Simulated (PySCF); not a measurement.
[Hf(OH)3(NH3)]+ at several levels of theory

Computed with PySCF 2.14.0 (density fitting, no spin-orbit coupling) at the geometry relaxed with PBE0:

```xyz
11
[Hf(OH)3(NH3)]+ (singlet)
Hf    0.0676   -0.1148    0.1700
O     1.0959    1.1630    1.1283
H     1.6839    1.6636    1.6985
O    -1.2504   -1.0397    1.1782
H    -1.7781   -1.5839    1.7671
O     1.0307   -1.1699   -1.0822
H     1.5983   -1.7739   -1.5667
N    -1.1925    1.2231   -1.2087
H    -1.8092    1.8647   -0.6976
H    -0.6193    1.8177   -1.8181
H    -1.8054    0.6923   -1.8380
```

```json
{"level": "PBE0", "basis": "Hf def2-SVP with ECP60, O def2-SVP, H def2-SVP, N def2-SVP", "state": "singlet", "HOMO (eV)": "-13.28", "gap (eV)": "8.50", "charge on Hf1 (e)": "1.28", "dipole about the centre of mass (D)": "4.39", "largest force component (eV/Å)": "0.02"}
{"level": "CAM-B3LYP", "basis": "the same", "state": "singlet", "HOMO (eV)": "-14.71", "gap (eV)": "10.69", "charge on Hf1 (e)": "1.24", "dipole about the centre of mass (D)": "4.40", "largest force component (eV/Å)": "0.07"}
{"level": "M06-L", "basis": "the same", "state": "singlet", "HOMO (eV)": "-11.88", "gap (eV)": "6.90", "charge on Hf1 (e)": "1.44", "dipole about the centre of mass (D)": "4.28", "largest force component (eV/Å)": "0.23"}
```

Charges are Mulliken's, which hang on the basis. The relaxation used the grid (50, 194), these runs (75, 302) or, all-electron (x2c bases, spin-free X2C Hamiltonian), (99, 590).

What does PBE0 with Hf def2-TZVP with ECP60, O def2-TZVP, H def2-TZVP, N def2-TZVP give here?

state singlet, HOMO (eV) -13.38, gap (eV) 8.49, charge on Hf1 (e) 1.65, dipole about the centre of mass (D) 4.42, largest force component (eV/Å) 0.23. Time: 18 s on 2 threads of Arm Neoverse V2 (shared host), from free ions and atoms.

In the first row's basis the gap widens with exact exchange: 6.9 eV for M06-L (none); 8.5 eV for PBE0 (a fixed share); 10.7 eV for CAM-B3LYP (rising or full at long range).

No frequency check is given that shows the relaxed geometry to be a minimum.
